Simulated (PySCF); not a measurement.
A structure optimised at PBE-D3(BJ)/def2-SVP, used in a PySCF frequency run:

```
Ga
F 1 1.7524
F 1 1.7524 2 116.26
Br 1 2.2611 2 121.87 3 180.00
```

### Question
Write its SMILES, formula and point group.

### Answer
[F][Ga]([F])[Br], BrF2Ga, C2v

### Question
What are its rotational constants (standard atomic weights)?

### Answer
6.0054, 1.5398, 1.2256 GHz
